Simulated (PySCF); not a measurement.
Excitations are Tamm–Dancoff values on a coarser integration grid. The basis has no diffuse functions, so Rydberg states are missing or too high.

Z-matrix (Å, degrees):
```
C
C 1 1.3122
C 2 1.5066 1 64.48
H 3 1.0978 2 118.95 1 105.38
H 3 1.1014 4 114.27 2 -150.65
S 1 1.7116 2 153.45 3 163.99
S 2 1.7180 1 147.01 3 -162.29
H 7 1.3552 2 96.03 1 -175.44
S 6 2.0720 1 103.88 2 0.10
H 9 1.3595 6 97.75 1 87.93
```
Charge 0, spin multiplicity 1.

**Question.** Estimate the S1 oscillator strength, S1–T1 gap (TDA), HOMO–LUMO gap, dipole moment and HOMO that PBE-D3(BJ)/def2-TZVP (PySCF 2.14.0) returns for this input.

**Answer.** 
| Quantity | Result |
|---|---|
| S1 oscillator strength | 0.012 |
| S1–T1 gap (TDA) | 0.30 eV |
| HOMO–LUMO gap | 2.81 eV |
| dipole moment | 1.31 D |
| HOMO | -5.00 eV |
